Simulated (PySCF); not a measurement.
The vertical singlet excitations below were computed for one of the candidates. Method used: PySCF, TDDFT PBE0/def2-SVPD, vertical, gas phase, core orbitals frozen in the response. Geometries: GFN2-xTB, one conformer each.

```csv
state,E (eV),f,"main configurations (H = HOMO, L = LUMO)"
S1,5.82,0.0027,H→L (83%)
S2,7.09,0.0038,H-1→L (78%)
S3,7.20,0.0065,"H-2→L (40%), H-3→L (19%), H→L+2 (9%)"
S4,7.60,0.0020,"H→L+2 (42%), H-2→L (30%), H→L+1 (13%)"
S5,7.72,0.055,"H→L+1 (49%), H-3→L (31%)"
S6,7.75,0.057,"H-3→L (35%), H→L+2 (25%), H-2→L (16%)"
```

Triplets computed (Tamm–Dancoff): 5.29, 5.97 eV.

Task: Which candidate is it? All have the formula C5H7ClO2.
A. `C/C=C(/Cl)C(=O)OC`
B. `O=C1CO[C@H](CCl)C1`
C. `ClC(=O)[C@@H]1[C@H](OC)C1`
D. `COC(=O)/C=C/CCl`
E. `C[C@@H]1OC(=O)[C@@H]1CCl`

Result: E. Its S1, at 5.82 eV, is the highest among the candidates; the nearest of the others has S1 at 5.16 eV. S1 is HOMO→LUMO (83%). Löwdin shares by element: HOMO oxygen 60%, carbon 13% or more, chlorine 12%; LUMO oxygen 31%, carbon 23% or more, chlorine 18% (atoms not listed hold the other 28%). At the same level the other candidates give, for their lowest levels:
- `O=C1CO[C@H](CCl)C1`: 4.32 eV (f 0.000); 5.74 eV (f 0.007); 6.75 eV (f 0.001); 6.83 eV (f 0.002); 6.85 eV (f 0.015); T1 3.76 eV; HOMO -7.44, LUMO -0.94 eV
- `CO[C@@H]1C[C@@H]1C(=O)Cl`: 5.16 eV (f 0.001); 5.61 eV (f 0.003); 6.42 eV (f 0.002); 6.71 eV (f 0.120); 6.95 eV (f 0.076); T1 4.65 eV; HOMO -7.90, LUMO -1.07 eV
- `COC(=O)/C=C/CCl`: 4.78 eV (f 0.000); 5.75 eV (f 0.170); 5.78 eV (f 0.045); 6.21 eV (f 0.271); 6.37 eV (f 0.183); T1 3.73 eV; HOMO -8.28, LUMO -1.80 eV
- `C/C=C(/Cl)C(=O)OC`: 4.81 eV (f 0.001); 5.26 eV (f 0.204); 6.08 eV (f 0.001); 6.53 eV (f 0.000); 6.61 eV (f 0.095); T1 3.38 eV; HOMO -7.44, LUMO -1.57 eV

Shape of the structure used: `[CH3:1][C@@H:2]1[O:3][C:4](=[O:5])[C@@H:6]1[CH2:7][Cl:8]`: C4–C6–C7–Cl8 -174°.
